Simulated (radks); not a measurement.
All-electron atom: Cu2+ in [Ar] 3d8.5 4d0.5 (fractional occupations, a model configuration). Method: non-relativistic Kohn-Sham, SOGGA, spin-polarised, spherical densities, point nucleus; open shells are filled with parallel spins first; computed with a radial shooting solver on a logarithmic mesh with Libxc functionals.

Radial electron density D(r) = 4 pi r^2 rho(r):

r (bohr),D(r) (e/bohr),spin D(r)
0.003535,2.125,-0.0000507
0.004083,2.745,-0.0000655
0.004715,3.530,-0.0000841
0.005402,4.452,-0.000106
0.006239,5.657,-0.000135
0.007205,7.135,-0.000170
0.008321,8.921,-0.000212
0.009609,11.04,-0.000262
0.0111,13.52,-0.000321
0.01271,16.16,-0.000383
0.01468,19.25,-0.000455
0.01696,22.53,-0.000532
0.01958,25.85,-0.000610
0.02262,29.01,-0.000684
0.02591,31.61,-0.000745
0.02993,33.69,-0.000792
0.03456,34.82,-0.000812
0.03991,34.86,-0.000785
0.0461,33.83,-0.000673
0.05281,32.12,-0.000406
0.06099,30.03,0.000238
0.07044,28.38,0.00167
0.08135,27.87,0.00474
0.09395,29.01,0.0110
0.1076,31.56,0.0222
0.1243,35.16,0.0437
0.1436,38.44,0.0811
0.1658,39.94,0.143
0.1915,38.59,0.238
0.2211,34.31,0.375
0.2533,28.60,0.550
0.2926,22.64,0.780
0.3379,18.70,1.04
0.3902,17.74,1.31
0.4507,19.21,1.55
0.5163,21.28,1.70
0.5963,22.39,1.74
0.6887,21.33,1.65
0.7953,18.19,1.45
0.9185,13.92,1.18
1.052,9.854,0.913
1.215,6.255,0.644
1.404,3.665,0.422
1.621,2.005,0.261
1.872,1.039,0.162
2.145,0.5456,0.117
2.477,0.2904,0.108
2.86,0.1878,0.119
3.304,0.1582,0.136
3.815,0.1491,0.143
4.406,0.1295,0.128
5.048,0.09735,0.0972
5.83,0.05979,0.0598
6.733,0.02993,0.0299
7.776,0.01175,0.0117
8.98,0.003421,0.00342
10.29,0.0007824,0.000782
11.88,0.0001138,0.000114

D(r) has 3 maxima, at r = 0.0374, 0.167, 0.601 bohr, and minima at 0.0794, 0.381 bohr, inside which lie 2.11, 10.89 electrons.
